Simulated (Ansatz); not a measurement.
Total energies of CuMe2 (C₂H₆Cu) from Ansatz at PBE0-D4/def2-TZVPD, gas phase (1 Eh = 27.2114 eV = 2625.5 kJ/mol). The reference geometry is relaxed at r2SCAN-D4/def2-TZVP.

| state | geometry | energy (Eh) |
| --- | --- | --- |
| charge 0 doublet | reference | -1719.96306 |
| charge -1 singlet | reference | -1720.05067 |
| charge -1 singlet | relaxed at r2SCAN-D4/def2-TZVPD | -1720.05196 |
| free Cu atom (doublet) | – | -1640.24421 |
| free C atom (triplet) | – | -37.80543 |
| free H atom (doublet) | – | -0.50104 |

Question: Work out the vertical electron affinity, to the singlet.

Answer: E(charge 0 doublet) − E(charge -1 singlet) = -1719.96306 − (-1720.05067) = 0.08761 Eh = 2.38 eV.

Question: How much does the charge -1 singlet relax, and what is the adiabatic electron affinity?

Answer: Relaxation: -1720.05067 − (-1720.05196) = 0.00129 Eh = 0.04 eV. Adiabatic electron affinity: 0.08890 Eh = 2.42 eV, without zero-point energy. 

Question: What is the binding energy per atom against free atoms?

Answer: Atoms: 1 × (-1640.24421) + 2 × (-37.80543) + 6 × (-0.50104) = -1718.86131 Eh. Binding: -1718.86131 − (-1719.96306) = 1.10175 Eh = 29.98 eV, or 3.33 eV for each of 9 atoms (no zero-point energy, no counterpoise term).
